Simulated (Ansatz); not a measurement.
Gas-phase reaction in SMILES: CB(C)Cl → [CH2]B(C)Cl + H atom (the C-H bond at the site shown breaks; other sites are not compared here)
Geometries: B3LYP-D3(BJ)/def2-TZVP minima from Ansatz (an electronic-structure program), one conformer each, not searched for the lowest. Frequencies are from Ansatz.
Geometry of the first species:
```xyz
10

C      1.4255    -0.9875    -0.4063
B      0.0192    -0.3520    -0.1827
C     -1.3160    -1.0184    -0.6351
Cl    -0.0670     1.2264     0.6367
H      1.3875    -2.0783    -0.4510
H      2.1747    -0.6750     0.3208
H      1.7812    -0.6533    -1.3905
H     -1.6549    -1.6609     0.1891
H     -2.1209    -0.3108    -0.8325
H     -1.1825    -1.6752    -1.4977
```
Charge 0, spin multiplicity 1.

Quantity: bond dissociation energy (0 K, with B3LYP-D3(BJ) harmonic zero-point energies), in kcal/mol. Cores are frozen in the correlated levels unless marked. UHF or UKS for open shells. No spin-orbit coupling. No relativistic terms. CBS marks a two-point X^-3 extrapolation of the correlation energy; Hartree-Fock from the larger set. [CCSD(T)-MP2]/basis is that difference in the basis named.

```csv
level,program,bond dissociation energy (kcal/mol)
r2SCAN-D3(BJ)/def2-TZVPD,Ansatz + dftd3,90.4
PBE0/def2-TZVPD,Ansatz,91.2
r2SCANh-D4/def2-TZVPD,Ansatz + dftd4,90.4
HSE06-D3(BJ)/def2-TZVPD,Ansatz + dftd3,91.5
LC-wPBE/def2-TZVPD,Ansatz,[?]
B2PLYP-D4/def2-TZVPD,Ansatz + dftd4,[?]
SCS-MP2/aug-cc-pV(T+d)Z,Ansatz,95.2
CCSD/cc-pV(T+d)Z,Ansatz,[?]
"RI-MP2/CBS(aug-cc-pV(T+d)Z,aug-cc-pV(Q+d)Z)+[CCSD(T)-MP2]/aug-cc-pV(T+d)Z",Ansatz,95.4
```

Question: What belongs in the gaps?

Answer: 
- LC-wPBE/def2-TZVPD, bond dissociation energy (kcal/mol): 91.3
- B2PLYP-D4/def2-TZVPD, bond dissociation energy (kcal/mol): 92.5
- CCSD/cc-pV(T+d)Z, bond dissociation energy (kcal/mol): 92.8
